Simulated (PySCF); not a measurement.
InCl⁻: input and log

State: ²Π (doublet), unpaired electrons π ↑.

An equivalent input (the run itself took its basis sets from the Basis Set Exchange, started from a PBE0 density and held the occupation σ 9α 9β, πx 4α 4β, πy 5α 4β, δx 1α 1β, δy 1α 1β):

```python
from pyscf import gto, dft
mol = gto.M(atom='In 0 0 0; Cl 0 0 2.599', basis={'In': 'def2-TZVPPD', 'Cl': 'def2-TZVPPD'}, ecp={'In': 'def2-TZVPPD'},
            charge=-1, spin=1, verbose=4, symmetry='C2v')
mf = dft.UKS(mol, xc='R2SCAN')
mf.grids.atom_grid = (80, 434)
mf.grids.prune = dft.gen_grid.treutler_prune
mf.irrep_nelec = {'A1': (10, 10), 'A2': (1, 1), 'B1': (4, 4), 'B2': (5, 4)}
mf.conv_tol = 1e-9
mf.max_cycle = 60
mf.diis_space = 10
mf.kernel()
```

The log (some set-up lines and the per-cycle HOMO/LUMO lines removed):

```
******** <class 'pyscf.dft.uks_symm.SymAdaptedUKS'> ********
method = SymAdaptedUKS
damping factor = 0
level_shift factor = 0
DIIS = <class 'pyscf.scf.diis.CDIIS'>
diis_start_cycle = 1
diis_space = 10
diis_damp = 0
SCF conv_tol = 1e-09
SCF conv_tol_grad = None
SCF max_cycles = 60
number electrons alpha = 20  beta = 19
Set gradient conv threshold to 3.16228e-05
init E= -650.485445792831
cycle= 1 E= -650.486188627901  delta_E= -0.000743  |g|= 0.0122  |ddm|= 0.185
cycle= 2 E= -650.486033962422  delta_E= 0.000155  |g|= 0.0208  |ddm|= 0.0454
cycle= 3 E= -650.486297092751  delta_E= -0.000263  |g|= 0.00143  |ddm|= 0.024
cycle= 4 E= -650.48629820967  delta_E= -1.12e-06  |g|= 0.000478  |ddm|= 0.00344
cycle= 5 E= -650.486298380977  delta_E= -1.71e-07  |g|= 0.000235  |ddm|= 0.00144
cycle= 6 E= -650.486298445511  delta_E= -6.45e-08  |g|= 7.08e-05  |ddm|= 0.00089
cycle= 7 E= -650.486298448423  delta_E= -2.91e-09  |g|= 2.92e-05  |ddm|= 0.000183
cycle= 8 E= -650.48629844899  delta_E= -5.67e-10  |g|= 6.2e-06  |ddm|= 6.85e-05
Extra cycle  E= -650.486298448973  delta_E= 1.61e-11  |g|= 8.56e-06  |ddm|= 1.86e-05
converged SCF energy = -650.486298448973  <S^2> = 0.75643284  2S+1 = 2.0064225
```

Repeating this along the bond gives Re = 2.581 Å and ωe = 220 cm⁻¹.

A point of this curve took 2.7 CPU seconds beside 0.7 for the integrals, on Arm Neoverse V2 (shared host).

Spin–orbit coupling is left out. The highest Kohn–Sham level is positive in this anion. Much of that is self-interaction error, but it also means that the finite basis helps to hold the extra electron. The state is the lowest determinant that a PBE0 search found; another state may lie lower at other levels.
